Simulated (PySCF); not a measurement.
Members of one series of related molecules.

All values: CAM-B3LYP/def2-SVPD (PySCF) at GFN2-xTB geometries, gas phase, one conformer each. Core orbitals are frozen in the response; Δα² is half the sum of the squared differences of the principal polarisabilities.

Question: Rank by mean static polarisability, lowest first.
A. `O=[PH]1CCC1`
B. `O=[P@H]1CC[C@H]1CC`
C. `CC(=O)P1(=O)CCC1`

Answer: A (8.71 Å³), B (12.10 Å³), C (12.48 Å³).

Question: Rank by polarisability anisotropy Δα, lowest first.
A. `[CH2:1]=[CH:2][P:3]1(=[O:4])[CH2:5][CH2:6][CH2:7]1` with C1–C2–P3–O4 0°, C2–P3–C5–C6 -90°, P3–C5–C6–C7 -18°, C5–C6–C7–P3 18°, C2–P3–C7–C6 90°
B. `[CH3:1][CH2:2][C@@H:3]1[CH2:4][CH2:5][P@@H:6]1=[O:7]` with C1–C2–C3–C4 177°, C2–C3–C4–C5 -95°, C3–C4–C5–P6 -18°, C4–C5–P6–O7 138°, C2–C3–P6–C5 101°
C. `[CH3:1][C:2](=[O:3])[P:4]1(=[O:5])[CH2:6][CH2:7][CH2:8]1` with C1–C2–P4–O5 -11°, C2–P4–C6–C7 -88°, P4–C6–C7–C8 -19°, C6–C7–C8–P4 19°, C2–P4–C8–C7 88°
D. `[CH3:1][CH2:2][P:3]1(=[O:4])[CH2:5][CH2:6][CH2:7]1` with C1–C2–P3–O4 56°, C2–P3–C5–C6 91°, P3–C5–C6–C7 17°, C5–C6–C7–P3 -17°, C2–P3–C7–C6 -91°
E. `[O:1]=[PH:2]1[CH2:3][CH2:4][CH2:5]1` with O1–P2–C3–C4 -138°, P2–C3–C4–C5 20°, C3–C4–C5–P2 -20°, O1–P2–C5–C4 138°

Answer: E (1.70 Å³), B (2.07 Å³), D (2.47 Å³), C (3.26 Å³), A (4.75 Å³).

All values together:

| SMILES | change | formula | μ (D) | HOMO (eV) | LUMO (eV) | α (Å³) | Δα (Å³) | electrons | α per electron (Å³) |
| --- | --- | --- | --- | --- | --- | --- | --- | --- | --- |
| O=[PH]1CCC1 | parent | C3H7OP | 4.46 | -9.24 | 1.16 | 8.71 | 1.70 | 48 | 0.182 |
| CCP1(=O)CCC1 | H replaced by C2H5 | C5H11OP | 4.32 | -8.85 | 1.10 | 12.19 | 2.47 | 64 | 0.190 |
| CC(=O)P1(=O)CCC1 | H replaced by COCH3 | C5H9O2P | 1.74 | -8.50 | -0.52 | 12.48 | 3.26 | 70 | 0.178 |
| CC[C@@H]1CC[P@@H]1=O | H replaced by C2H5 | C5H11OP | 4.17 | -9.06 | 1.20 | 12.10 | 2.07 | 64 | 0.189 |
| C=CP1(=O)CCC1 | H replaced by vinyl | C5H9OP | 4.17 | -9.02 | 0.34 | 12.21 | 4.75 | 62 | 0.197 |

Conformers: `[O:1]=[PH:2]1[CH2:3][CH2:4][CH2:5]1` with O1–P2–C3–C4 -138°, P2–C3–C4–C5 20°, C3–C4–C5–P2 -20°, O1–P2–C5–C4 138°; `[CH3:1][CH2:2][P:3]1(=[O:4])[CH2:5][CH2:6][CH2:7]1` with C1–C2–P3–O4 56°, C2–P3–C5–C6 91°, P3–C5–C6–C7 17°, C5–C6–C7–P3 -17°, C2–P3–C7–C6 -91°; `[CH3:1][C:2](=[O:3])[P:4]1(=[O:5])[CH2:6][CH2:7][CH2:8]1` with C1–C2–P4–O5 -11°, C2–P4–C6–C7 -88°, P4–C6–C7–C8 -19°, C6–C7–C8–P4 19°, C2–P4–C8–C7 88°; `[CH3:1][CH2:2][C@@H:3]1[CH2:4][CH2:5][P@@H:6]1=[O:7]` with C1–C2–C3–C4 177°, C2–C3–C4–C5 -95°, C3–C4–C5–P6 -18°, C4–C5–P6–O7 138°, C2–C3–P6–C5 101°; `[CH2:1]=[CH:2][P:3]1(=[O:4])[CH2:5][CH2:6][CH2:7]1` with C1–C2–P3–O4 0°, C2–P3–C5–C6 -90°, P3–C5–C6–C7 -18°, C5–C6–C7–P3 18°, C2–P3–C7–C6 90°.

Q: Give the shifts from the parent, `O=[PH]1CCC1`.

A: 
```tsv
SMILES	change in μ (D)	change in HOMO (eV)	change in LUMO (eV)	change in mean α (Å³)
CCP1(=O)CCC1	-0.14	+0.39	-0.06	+3.48
CC(=O)P1(=O)CCC1	-2.72	+0.74	-1.68	+3.77
CC[C@@H]1CC[P@@H]1=O	-0.29	+0.18	+0.04	+3.39
C=CP1(=O)CCC1	-0.29	+0.22	-0.82	+3.50
```
